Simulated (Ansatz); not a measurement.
**A geometry optimisation of CH11GeNSi2 with B3LYP/def2-SVP**

The starting geometry of this gas-phase singlet was optimised with GFN2-xTB; its bonds are those of `CN([SiH3])[SiH2][GeH3]`.

```yaml
atoms:
  - { symbol: C, position_ang: [-0.9216, 0.8624, 0.3869] }
  - { symbol: Ge, position_ang: [2.0912, -0.7375, -2.8715] }
  - { symbol: N, position_ang: [-0.3935, 0.2270, -0.8009] }
  - { symbol: Si, position_ang: [-1.5437, -0.6576, -1.7572] }
  - { symbol: Si, position_ang: [1.3334, 0.1464, -0.8680] }
  - { symbol: H, position_ang: [-0.2950, 1.7060, 0.6726] }
  - { symbol: H, position_ang: [-1.9324, 1.2259, 0.2063] }
  - { symbol: H, position_ang: [-0.9545, 0.1663, 1.2295] }
  - { symbol: H, position_ang: [-2.6329, 0.2770, -2.0604] }
  - { symbol: H, position_ang: [-2.0760, -1.7974, -0.9959] }
  - { symbol: H, position_ang: [-0.8423, -1.1051, -2.9574] }
  - { symbol: H, position_ang: [1.8534, -0.6397, 0.2663] }
  - { symbol: H, position_ang: [1.8187, 1.5239, -0.6841] }
  - { symbol: H, position_ang: [1.6295, -0.1101, -4.1548] }
  - { symbol: H, position_ang: [1.8712, -2.2033, -3.1137] }
  - { symbol: H, position_ang: [3.5875, -0.6247, -2.9772] }
```

**Question.** Predict what becomes of its bonds when it is optimised with B3LYP/def2-SVP.

**Answer.** It keeps its bonds, and is `CN([SiH3])[SiH2][GeH3]`.

The energy falls by 0.27 eV over 10 steps:

| step | E − E(last) (eV) |
| --- | --- |
| 1 | 0.268 |
| 2 | 0.027 |
| 3 | 0.005 |
| 4 | 0.001 |
| 5 | 0.001 |
| 6 | 0.000 |
| 7 | 0.000 |
| 8 | 0.000 |
| 9 | 0.000 |
| 10 | 0.000 |

Final geometry (Å):

```yaml
atoms:
  - { symbol: C, position_ang: [-0.9397, 0.8774, 0.4315] }
  - { symbol: Ge, position_ang: [2.1701, -0.7621, -2.9486] }
  - { symbol: N, position_ang: [-0.4045, 0.1911, -0.7558] }
  - { symbol: Si, position_ang: [-1.5684, -0.6654, -1.7436] }
  - { symbol: Si, position_ang: [1.3477, 0.1350, -0.8796] }
  - { symbol: H, position_ang: [-0.3232, 1.7546, 0.6936] }
  - { symbol: H, position_ang: [-1.9615, 1.2516, 0.2449] }
  - { symbol: H, position_ang: [-0.9825, 0.2221, 1.3224] }
  - { symbol: H, position_ang: [-2.6748, 0.2602, -2.1342] }
  - { symbol: H, position_ang: [-2.1944, -1.8230, -1.0294] }
  - { symbol: H, position_ang: [-0.8783, -1.1750, -2.9601] }
  - { symbol: H, position_ang: [1.9544, -0.6627, 0.2369] }
  - { symbol: H, position_ang: [1.8744, 1.5280, -0.7247] }
  - { symbol: H, position_ang: [1.6154, -0.0057, -4.1742] }
  - { symbol: H, position_ang: [1.8499, -2.2625, -3.1150] }
  - { symbol: H, position_ang: [3.7086, -0.6040, -2.9435] }
```

The end wasn't checked by frequencies. Run with Ansatz 0.2.0, 44 s on 2 threads of Arm Neoverse V2, with other jobs on the host.
